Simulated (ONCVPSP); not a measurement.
## cerium, ONCV: configuration errors across variants

```json
{
 "Element": "Ce (Z = 58)",
 "Generator": "ONCVPSP 4.0.1",
 "Type": "optimised norm-conserving Vanderbilt (ONCV)",
 "Functional": "PBE",
 "Relativity": "fully relativistic",
 "Frozen core": "[Kr] 4d10",
 "Valence charge": "12",
 "Reference configuration": "4f1 5s2 5p6 5d1 6s2",
 "Partial waves": "5s+6s: rc 2.75 bohr, ncon 3, nbas 6, qcut 5.6 1/bohr, 3 projectors, debl 2.6 Ha; 5p: rc 2.30 bohr, ncon 4, nbas 8, qcut 5.7 1/bohr, 2 projectors, debl 3.9 Ha; 5d: rc 3.25 bohr, ncon 4, nbas 9, qcut 5.9 1/bohr, 2 projectors, debl 1.2 Ha; 4f: rc 1.15 bohr, ncon 4, nbas 9, qcut 17.5 1/bohr, 2 projectors, debl 3.5 Ha",
 "Local potential": "polynomial inside 1.00 bohr (lpopt 4, dvloc0 4 Ha)",
 "Core correction": "none"
}
```

Open shells are filled in proportion to 2j + 1.

All-electron excitation energies from the reference (eV): (1) 4f1 5s2 5p6 5d1 6s1 6.071; (2) 4f1 5s2 5p6 5d1 6s0 17.150; (3) 4f1 5s2 5p6 5d0 6s0 36.317; (4) 4f1 5s2 5p6 5d1 6s0 6p2 4.981.

3 further variants failed, have other tests or too few solved ones, and are left out.

A true bound ghost makes a file unfit for plane-wave use even where its test errors are small: the radial tests pick states by their node count and pass the ghost by.

Errors AE − PS in meV (a dash: test not solved or not reliable):

| change | (1) | (2) | (3) | (4) | bound ghosts | GHOST(+) flags above zero |
| --- | --- | --- | --- | --- | --- | --- |
| base | -0.5 | -3.0 | +1.3 | +5.2 | none | s, p3/2, p1/2 |
| all radii scaled by about 0.79 (s 2.16, p 1.80, d 2.56, f 0.90 bohr); local potential polynomial inside 0.78 bohr (lpopt 4, dvloc0 4 Ha) | -0.2 | -1.2 | +2.4 | – | s | p3/2, d5/2, p1/2, d3/2 |
| all radii scaled by about 0.92 (s 2.52, p 2.12, d 2.98, f 1.06 bohr); local potential polynomial inside 0.92 bohr (lpopt 4, dvloc0 4 Ha) | -0.3 | -2.1 | +0.8 | +3.6 | s | p3/2, p1/2 |
| all radii scaled by about 1.05 (s 2.88, p 2.40, d 3.40, f 1.20 bohr); local potential polynomial inside 1.04 bohr (lpopt 4, dvloc0 4 Ha) | -0.5 | -3.1 | +2.8 | +7.1 | none | s, p3/2, p1/2 |
| all radii scaled by about 1.10 (s 3.02, p 2.54, d 3.58, f 1.26 bohr); local potential polynomial inside 1.10 bohr (lpopt 4, dvloc0 4 Ha) | -0.6 | -3.3 | +8.5 | +11 | none | s, p3/2 |

(1) Give the same row for: all radii scaled by about 0.83 (s 2.28, p 1.92, d 2.70, f 0.96 bohr); local potential polynomial inside 0.84 bohr (lpopt 4, dvloc0 4 Ha).

Results:

(1) -0.2, -1.5, +1.8, +3.1; bound ghosts: s; GHOST(+) flags above zero: p3/2, d5/2, p1/2, d3/2.
